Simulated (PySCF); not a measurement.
**How methods differ on the ionisation energy of Lu²⁹⁺**

Lu²⁹⁺ [Kr] 4d6 [4d3/2^4 4d5/2^2, M_J = 4] → Lu³⁰⁺ [Kr] 4d5 [4d3/2^4 4d5/2^1, M_J = 5/2], as a difference of total energies. Calculation: PySCF 2.14, in an even-tempered Gaussian basis (17 s from 2.6 bohr⁻², ratio 2.8; 14 p from 3.4 bohr⁻², ratio 2.8; 9 d from 3.4 bohr⁻², ratio 2.8; 3 f from 15 bohr⁻², ratio 3); the two-component X2C-1e Hamiltonian. Correlated levels: [Ar] 3d10 frozen; the 92 highest virtual spinors dropped. "Screened" scales the spin-orbit matrix elements by Boettger's factors to mimic the two-electron term; Breit and QED terms are absent.

```tsv
method	ionisation energy (eV)
GHF (spin-free)	1127.1
GMP2 (spin-free)	1127.6
GHF (screened spin-orbit)	1128.7
GMP2 (screened spin-orbit)	1128.7
```

Breit and QED terms and the two-electron picture change are absent.

The spin-free rows relax to the high-spin LS determinant and lack the spin-orbit shift.

The labels give the starting determinants; with spin-orbit coupling the two ends relaxed to ⟨J²⟩ = 20.02, ⟨L²⟩ = 10.85, ⟨S²⟩ = 3.62 and ⟨J²⟩ = 8.76, ⟨L²⟩ = 3.86, ⟨S²⟩ = 4.10.

For comparison: 1130 ± 4 eV (theoretical estimate listed by NIST; NIST Atomic Spectra Database, ionization energies).
